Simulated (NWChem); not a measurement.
System: C2H7BO; SMILES O(CC)B

Input file for NWChem:

```
start job
memory heap 200 mb stack 900 mb global 1100 mb
geometry units angstroms noautosym nocenter noautoz
  B     -0.242078     1.809879    -0.212094
  H     -0.040898     1.861276    -1.410387
  H     -0.697872     2.738190     0.413752
  O      0.042031     0.695548     0.473244
  C      0.567429    -0.473488    -0.127113
  C     -0.412018    -1.618143    -0.007664
  H      0.814699    -0.270858    -1.184281
  H      1.506417    -0.715912     0.397196
  H     -1.336040    -1.407288    -0.567229
  H      0.029696    -2.543001    -0.408139
  H     -0.680730    -1.790358     1.045118
end
basis spherical
  B library 6-31g*
  H library 6-31g*
  O library 6-31g*
  C library 6-31g*
end
dft
  xc hfexch
  iterations 150
end
property
  shielding
end
task dft property
```

Parts of the log:

```
             Northwest Computational Chemistry Package (NWChem) 7.3.0
             --------------------------------------------------------

                             Geometry "geometry" -> ""
                             -------------------------

 Output coordinates in angstroms (scale by  1.889725989 to convert to a.u.)

  No.       Tag          Charge          X              Y              Z
 ---- ---------------- ---------- -------------- -------------- --------------
    1 B                    5.0000    -0.24207800     1.80987900    -0.21209400
    2 H                    1.0000    -0.04089800     1.86127600    -1.41038700
    3 H                    1.0000    -0.69787200     2.73819000     0.41375200
    4 O                    8.0000     0.04203100     0.69554800     0.47324400
    5 C                    6.0000     0.56742900    -0.47348800    -0.12711300
    6 C                    6.0000    -0.41201800    -1.61814300    -0.00766400
    7 H                    1.0000     0.81469900    -0.27085800    -1.18428100
    8 H                    1.0000     1.50641700    -0.71591200     0.39719600
    9 H                    1.0000    -1.33604000    -1.40728800    -0.56722900
   10 H                    1.0000     0.02969600    -2.54300100    -0.40813900
   11 H                    1.0000    -0.68073000    -1.79035800     1.04511800

 Effective nuclear repulsion energy (a.u.)     118.1939905823

  xc_inp: hfexch multiplicative factor not found.
                              NWChem Property Module
                              ----------------------

  itol2e modified to match energy
  convergence criterion.

                                 NWChem DFT Module
                                 -----------------

 Summary of "ao basis" -> "ao basis" (spherical)
 ------------------------------------------------------------------------------
       Tag                 Description            Shells   Functions and Types
 ---------------- ------------------------------  ------  ---------------------
 B                           6-31g*                  6       14   3s2p1d
 H                           6-31g*                  2        2   2s
 O                           6-31g*                  6       14   3s2p1d
 C                           6-31g*                  6       14   3s2p1d

  itol2e modified to match energy
  convergence criterion.

            General Information
            -------------------
          SCF calculation type: DFT
          Wavefunction type:  closed shell.
          No. of atoms     :    11
          No. of electrons :    32
           Alpha electrons :    16
            Beta electrons :    16
          Charge           :     0
          Spin multiplicity:     1
          Use of symmetry is: off; symmetry adaption is: off
          Maximum number of iterations: 150
          AO basis - number of functions:    70
                     number of shells:    38
          Convergence on energy requested:  1.00D-07
          Convergence on density requested:  1.00D-05
          Convergence on gradient requested:  5.00D-04

              XC Information
              --------------
                     Hartree-Fock (Exact) Exchange  1.000

      Superposition of Atomic Density Guess
      -------------------------------------

 Sum of atomic energies:        -178.08857680

      Non-variational initial energy
      ------------------------------

 Total energy =    -180.269319
 1-e energy   =    -474.046788
 2-e energy   =     175.583479
 HOMO         =      -0.357322
 LUMO         =       0.037033

[...]

          -----------------------------------------
          Chemical Shielding Tensors (GIAO, in ppm)
          -----------------------------------------

                                NWChem CPHF Module
                                ------------------

  scftype          =     RHF
  nclosed          =       16
  nopen            =        0
  variables        =      864
  # of vectors     =        3
  tolerance        = 0.10D-03
  level shift      = 0.00D+00
  max iterations   =       50
  max subspace     =       30

 SCF residual:    5.3925941875611206E-005

Iterative solution of linear equations
  No. of variables      864
  No. of equations        3
  Maximum subspace       30
        Iterations       50
       Convergence  1.0D-04

   iter   nsub   residual    time
   ----  ------  --------  ---------
     1      3    1.28D+00      24.0
     2      6    2.22D-01      25.5
     3      9    2.84D-02      27.0
     4     12    3.64D-03      28.5
     5     15    3.72D-04      30.0
     6     18    7.75D-05      31.0

      Atom:    1  B
        Diamagnetic
    188.6128     -4.5129     -0.3225
     -4.5129    202.7035     -4.5605
     -0.3225     -4.5605    197.3047

        Paramagnetic
    -82.0541     19.9475      4.5452
     19.9475   -135.2269     13.8959
      4.5452     13.8959   -127.6532

        Total Shielding Tensor
    106.5587     15.4347      4.2227
     15.4347     67.4767      9.3355
      4.2227      9.3355     69.6515

           isotropic =      81.2289
          anisotropy =      47.7961

          Principal Components and Axis System
                 1           2           3
              113.0930     73.3031     57.2907

      1         0.9237     -0.3215     -0.2083
      2         0.3461      0.4675      0.8134
      3         0.1642      0.8234     -0.5432

      Atom:    2  H
        Diamagnetic
     25.4538     -0.4237     -1.1875
     -0.4237     28.5535     -2.7067
     -1.1875     -2.7067     35.7711

        Paramagnetic
      1.2899      0.5727      1.5352
      0.5727     -0.2559      1.3058
      1.5352      1.3058     -9.0302

        Total Shielding Tensor
     26.7437      0.1490      0.3477
      0.1490     28.2975     -1.4009
      0.3477     -1.4009     26.7409

           isotropic =      27.2607
          anisotropy =       2.7931

          Principal Components and Axis System
                 1           2           3
               29.1228     26.8877     25.7717

      1        -0.0205      0.9326     -0.3603
      2         0.8605      0.2000      0.4686
      3        -0.5091      0.3004      0.8066

      Atom:    3  H
        Diamagnetic
     27.8923     -3.5491     -1.6468
     -3.5491     34.9020      3.3731
     -1.6468      3.3731     28.5088

        Paramagnetic
     -1.1614      2.8348      1.5705
      2.8348     -5.8734     -3.0592
      1.5705     -3.0592     -2.1460

        Total Shielding Tensor
     26.7309     -0.7143     -0.0763
     -0.7143     29.0286      0.3139
     -0.0763      0.3139     26.3627

           isotropic =      27.3741
          anisotropy =       2.8416

          Principal Components and Axis System
                 1           2           3
               29.2684     26.5277     26.3260

      1        -0.2724      0.9617     -0.0307
      2         0.9558      0.2668     -0.1233
      3         0.1104      0.0629      0.9919

      Atom:    4  O
        Diamagnetic
    380.8197    -11.9862     -1.0621
    -11.9862    411.5133     -1.2421
     -1.0621     -1.2421    384.3392

        Paramagnetic
    -72.2323    128.8120     65.9538
    128.8120   -289.4418    -57.6986
     65.9538    -57.6986   -278.8070

        Total Shielding Tensor
    308.5874    116.8258     64.8917
    116.8258    122.0715    -58.9407
     64.8917    -58.9407    105.5321

           isotropic =     178.7303
          anisotropy =     285.8377

          Principal Components and Axis System
                 1           2           3
              369.2888    166.0000      0.9021

      1         0.9079      0.1561     -0.3890
      2         0.3969     -0.6184      0.6783
      3         0.1347      0.7702      0.6234

      Atom:    5  C
        Diamagnetic
    240.0062      0.2723     -3.4577
      0.2723    253.0545      5.5558
     -3.4577      5.5558    235.1353

        Paramagnetic
   -117.1061    -19.8037    -12.3528
    -19.8037    -89.1346     14.4483
    -12.3528     14.4483   -108.1813

        Total Shielding Tensor
    122.9000    -19.5314    -15.8105
    -19.5314    163.9199     20.0041
    -15.8105     20.0041    126.9540

           isotropic =     137.9246
          anisotropy =      67.0416

          Principal Components and Axis System
                 1           2           3
              182.6191    122.2362    108.9187

      1        -0.3794     -0.5031      0.7765
      2         0.8312     -0.5540      0.0472
      3         0.4065      0.6633      0.6283

      Atom:    6  C
        Diamagnetic
    247.6378      6.4145     -0.0973
      6.4145    255.1950      0.2998
     -0.0973      0.2998    242.6398

        Paramagnetic
    -66.0943      0.7683     -3.4954
      0.7683    -62.5172      2.9915
     -3.4954      2.9915    -75.5820

        Total Shielding Tensor
    181.5435      7.1827     -3.5927
      7.1827    192.6778      3.2913
     -3.5927      3.2913    167.0578

           isotropic =     180.4264
          anisotropy =      23.7590

          Principal Components and Axis System
                 1           2           3
              196.2657    179.7317    165.2817

      1         0.4283      0.8556      0.2907
      2         0.9023     -0.3875     -0.1889
      3         0.0490     -0.3432      0.9380

      Atom:    7  H
        Diamagnetic
     23.7157     -0.2562     -5.7306
     -0.2562     26.6894     -0.3345
     -5.7306     -0.3345     35.4283

[...]
```

Level: Hartree-Fock/6-31G* (spherical d), GIAO. Coordinates come from a PBE0/def2-SVP optimisation. The printed shielding anisotropy is the first printed principal value minus the mean of the other two.
